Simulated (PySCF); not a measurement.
Neon: a sound run and one with changed settings

Sound run: Ne²⁺ [He] 2s2 2p4, Ne³⁺ [He] 2s2 2p3. All numbers are calculated (PySCF 2.14, the non-relativistic Hamiltonian (point nucleus), in cc-pVTZ). The sound run starts from symmetry-adapted Hartree-Fock orbitals and uses a fine grid where one is needed.

Changed run: 6 angular points. This setting is unsound on purpose.

```csv
species,method,sound run (hartree),changed run (hartree),converged
Ne²⁺,UHF,-126.36528,-126.36528,yes
Ne²⁺,TPSS,-126.67024,-127.91523,yes
Ne²⁺,MN15,-126.56507,-126.53952,yes
Ne³⁺,UHF,-124.09356,-124.09356,yes
Ne³⁺,TPSS,-124.31867,-125.19832,yes
Ne³⁺,MN15,-124.22059,-124.24390,yes
```

Ionisation energy of Ne²⁺:

```tsv
method	sound run (eV)	changed run (eV)
UHF	61.817	61.817
TPSS	63.990	73.931
MN15	63.797	62.467
```

A coarse angular grid integrates products of high-l functions wrongly, so density functionals can shift, and the SCF can exploit the error; Hartree-Fock and MP2 need no grid.

For comparison, NIST gives 63.423 eV between the lowest levels.
